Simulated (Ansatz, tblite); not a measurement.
Isomers of Ta$_{2}$O$_{6}$H$_{2}$ (singlet), found by a short tight-binding search and relaxed with PBE-D4/def2-SVP in Ansatz.

In the def2 sets Ta takes a core potential; there is no spin–orbit coupling. The xTB rows come from tblite. B3LYP takes the VWN-RPA correlation. HSE06 is defined as in plane-wave codes, on full-range PBE exchange.

Run but left out: HF/def2-SVP, MP2/def2-SVP, CCSD/def2-SVP, CCSD(T)/def2-SVP (B: restricted singlet, unstable towards broken spin symmetry); HF/def2-SVP, MP2/def2-SVP, CCSD/def2-SVP, CCSD(T)/def2-SVP (C: restricted singlet, unstable towards broken spin symmetry).

A: It holds 1 O–O bond. B: The restricted singlet is unstable towards broken spin symmetry in Hartree–Fock (as tested in another run); at PBE-D4/def2-TZVP, r2SCAN-D4/def2-TZVP, B3LYP-D4/def2-TZVP, PBE0-D4/def2-TZVP and others this wasn't settled. It holds 2 O–O bonds. C: The restricted singlet is unstable towards broken spin symmetry in Hartree–Fock (as tested in another run); at PBE-D4/def2-TZVP, r2SCAN-D4/def2-TZVP, B3LYP-D4/def2-TZVP, PBE0-D4/def2-TZVP and others this wasn't settled. It holds 1 O–O bond.

Other spin states weren't relaxed.

A:

```xyz
10

Ta   -0.928   -0.585    0.037
Ta    1.788    0.789    0.235
O     1.909    2.315   -0.583
O     1.201   -0.779   -0.847
O     0.023   -0.840   -1.722
O    -2.678    0.085   -0.314
O     0.119    0.715    1.149
O    -1.085   -2.096    0.878
H     3.232    0.626    1.300
H    -3.581   -0.230   -0.133
```

B:

```xyz
10

Ta    0.0923   -0.3729    0.4538
Ta   -2.1249    1.9444   -1.3988
O    -1.3895    0.6969   -0.2000
O     1.5174    1.1499    0.8576
O     0.0660   -1.9579   -0.5742
O    -0.8720    2.2728   -2.5231
O     0.8762    0.5150    2.0573
O     2.0378   -0.0187    0.1228
H    -0.4989   -1.3287    1.8167
H     0.2955   -2.9008   -0.6121
```

C:

```xyz
10

Ta   -0.822   -0.367   -1.612
Ta    0.490    0.212    0.972
O     1.381    1.846    1.367
O    -1.812   -1.371   -2.952
O    -1.221    0.442    0.254
O    -1.425   -0.054   -3.434
O     0.569   -0.970    2.459
O     1.005   -0.555   -0.654
H     1.562    2.679    0.899
H     0.271   -1.863    2.701
```

Question: Estimate their order by electronic energy at PBE0-D4/def2-TZVP, counted from the lowest.

Answer: A (0.0) < C (161.5) < B (614.6), in kJ/mol.

Question: Do the other levels pick the same lowest one?

Answer: Not GFN2-xTB. Energies above each level's lowest (kJ/mol):

| level | A | B | C |
| --- | --- | --- | --- |
| GFN1-xTB | 0.0 | 625.2 | 126.6 |
| GFN2-xTB | 96.8 | 261.9 | 0.0 |
| PBE-D4/def2-TZVP | 0.0 | 593.1 | 159.0 |
| r2SCAN-D4/def2-TZVP | 0.0 | 631.1 | 184.6 |
| B3LYP-D4/def2-TZVP | 0.0 | 602.5 | 164.8 |
| PBE0-D4/def2-TZVP | 0.0 | 614.6 | 161.5 |
| HSE06-D4/def2-TZVP | 0.0 | 614.3 | 161.1 |
Point groups (tolerance 0.1 Å): A not assigned, B not assigned, C not assigned. Lower isomers may exist.
